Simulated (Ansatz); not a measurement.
```yaml
crystal:
  periodic: [false, false, false]
  atoms:
    - {symbol: C, position_ang: [-0.017773, 0.784036, -1.235738]}
    - {symbol: C, position_ang: [0.062144, -0.336643, -0.217212]}
    - {symbol: C, position_ang: [0.596681, 0.130225, 1.119478]}
    - {symbol: Te, position_ang: [-1.924626, -1.192401, -0.030685]}
    - {symbol: H, position_ang: [-0.376942, 0.434085, -2.205958]}
    - {symbol: H, position_ang: [-0.680377, 1.584139, -0.893740]}
    - {symbol: H, position_ang: [0.975136, 1.220673, -1.384495]}
    - {symbol: H, position_ang: [0.676399, -1.148480, -0.609861]}
    - {symbol: H, position_ang: [-0.039755, 0.908696, 1.546936]}
    - {symbol: H, position_ang: [0.661313, -0.685177, 1.841841]}
    - {symbol: H, position_ang: [1.603128, 0.546736, 0.991854]}
    - {symbol: H, position_ang: [-1.458328, -2.300890, 1.111578]}
basis:
  gaussian: {orbitals: STO-3G, fitting: {mean_field: cc-pVTZ-jkfit}}
hamiltonian: {xc: {name: BHLYP}, pseudopotentials: {relativity: none}}
output: {forces: true}
```

```sh
$ ansatz run in.yaml --threads 4 --pin off --events-out ev --progress --plain --max-ram 10444MiB
```

Question: How does Ansatz answer? (Estimate.)

Answer: Ansatz gave: The program refused the input.
```
Functional definition: BHLYP
Error: <dir> the basis set cc-pVTZ-JKFIT has no functions for Te
```
